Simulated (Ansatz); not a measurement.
Ga₄As₄⁻: single points at one geometry.

```yaml
crystal:
  periodic: [false, false, false]
  atoms:
    - {symbol: Ga, position_ang: [0.031408, 2.584361, 0.936900]}
    - {symbol: Ga, position_ang: [0.532620, -0.173102, -2.759602]}
    - {symbol: Ga, position_ang: [0.818803, -0.625686, 2.189899]}
    - {symbol: Ga, position_ang: [-1.089068, 0.076545, -0.038886]}
    - {symbol: As, position_ang: [-1.264295, -1.693645, -1.632766]}
    - {symbol: As, position_ang: [-1.344623, 0.827246, 2.191832]}
    - {symbol: As, position_ang: [1.389157, 0.749624, -0.503248]}
    - {symbol: As, position_ang: [0.925998, -1.745343, -0.384139]}
basis:
  gaussian: {orbitals: def2-SVPD, initial_orbitals: start.molden}
total_charge: -1
magnetization: {spin_polarized: true, initial_magnetization: 1}
hamiltonian: {xc: pbe, dispersion: d4}
scf: {omitted_lower_state_checks: [starts]}
output: {orbitals: {seedname: orbitals}}
```

The file start.molden holds the orbitals of an earlier run on this structure, at another level or in another basis.

```sh
$ ansatz run in.yaml --threads 6 --pin off --events-out ev --progress --plain --max-ram 7833MiB
```

It prints (some lines left out):

```
Functional definition: PBE
3260 factors; their error is unknown
mean field evaluation 1: about -452760.7812 eV, gradient 3.8e1 eV
mean field evaluation 2: about -452761.3810 eV, gradient 1.4e0 eV
mean field evaluation 4: about -452761.3167 eV, gradient 8.2e-2 eV
mean field evaluation 8: about -452761.3169 eV, gradient 1.9e-5 eV
mean field -452761.31689878 eV, -16638.6715033869 hartree, gradient 1.9e-5 eV, S^2 0.753863; 0 other end points of the search recorded, 0 dependent functions left out
reference -452761.31694803 eV, -16638.6715051969 hartree; 129, 128 occupied and 175, 176 virtual orbitals, 3260 factors
Total energy: -452762.18133184 eV, -16638.7032707162 hartree
Checks for a lower state left out: starts
```

It took 9.5 s on 6 threads of Intel Xeon Platinum 8488C on a shared host, peak host memory 1.2 GiB.

First input, but with `gaussian: {orbitals: STO-3G}`, `hamiltonian: {xc: hf}` (abridged; 79 s):

```
Functional definition: HF
mean field evaluation 16: about -447389.8418 eV, gradient 3.2e0 eV
mean field evaluation 32: about -447390.5750 eV, gradient 2.9e-2 eV
mean field -447390.57597311 eV, -16441.3004147876 hartree, gradient 5.8e-6 eV, S^2 3.997264
Total energy: -447390.57597311 eV, -16441.3004147876 hartree
Checks for a lower state left out: starts
```

Geometry: r2SCAN-D4/def2-SVP.

At HF/STO-3G the charge -1 doublet is spin-contaminated (final ⟨S²⟩ up to 4.00, 0.75 for a pure state). At HF/STO-3G the highest occupied level of the charge -1 doublet lies above zero (up to 0.47 eV). In Hartree–Fock with STO-3G the lack of diffuse functions raises the level. The structure comes from a short search, and lower isomers may exist.
